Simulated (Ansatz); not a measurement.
`O=C[SeH]` + H₂Se → `[SeH][SeH]` + `C=O`  (ligand exchange at the Se–C bond)

Gas-phase electronic energies from Ansatz, PBE0-D4/def2-TZVP geometries. CBS: MP2 limit from def2 TZ/QZ plus the TZ coupled-cluster correction, frozen cores. This one scheme is used for every species. Functionals use def2-TZVPP. HSE06 is defined as in plane-wave codes. For Se outer-core shells are correlated without core-valence functions, which leaves a few kJ/mol of doubt a bond. Scalar relativity is left out up to krypton. One conformer a species, not always the lowest.

| level | ΔE (kJ/mol) | difference from CCSD(T)/CBS |
| --- | --- | --- |
| LDA (SPW92) | 25.5 | 25.9 |
| PBE-D4 | 12.7 | 13.1 |
| r2SCAN0-D4 | 6.3 | 6.7 |
| HSE06-D4 | 4.0 | 4.4 |
| BHLYP-D4 | -7.5 | -7.1 |
| CAM-B3LYP-D4 | 2.4 | 2.8 |
| ωB97X-V | 0.1 | 0.5 |
| B2PLYP | 3.6 | 4.0 |
| PBE | 12.9 | 13.3 |
| LC-ωPBE | 1.7 | 2.1 |
| CCSD/def2-SVP | -0.5 | -0.1 |
| HF/def2-TZVPP | -16.2 | -15.8 |
| MP2/def2-TZVPP | 6.0 | 6.4 |
| MP2/def2-QZVPP | 3.2 | 3.6 |
| SCS-MP2/def2-QZVPP | -2.0 | -1.6 |
| MP2/CBS(def2) | 1.7 | 2.1 |
| CCSD(T)/CBS | -0.4 | 0 |

Largest T1 diagnostic among the species: 0.015.

Leaving LDA and LC-ωPBE aside and taking each functional with its dispersion term where it has one, the values, not all of them listed here, spread over 22.9 kJ/mol, from BHLYP-D4 to r2SCAN-D4. LDA lies +12.6 kJ/mol from PBE without D4. From r2SCAN to r2SCAN0 (25 % exact exchange), in def2-TZVPP and without D4, ΔE moves by −9.0 kJ/mol.
